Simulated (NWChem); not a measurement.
System: AlH3S; SMILES [AlH2][SH]

Results from NWChem. Pople sets run with spherical d functions. All runs use the structure optimised with PBE0/def2-SVP. Vertical excitations in the gas phase; the lowest state need not have the same character in each row.

For level B3LYP/6-31+G*, TDA:

```yaml
lowest excitation, singlet (eV): 5.39
orbital gap (eV): 5.89
```

Q: Estimate the same quantities for level LDA (Slater exchange, VWN5)/6-31+G*, TDA.

A: 
| Quantity | Value |
|---|---|
| lowest excitation, singlet (eV) | 5.07 |
| orbital gap (eV) | 4.37 |
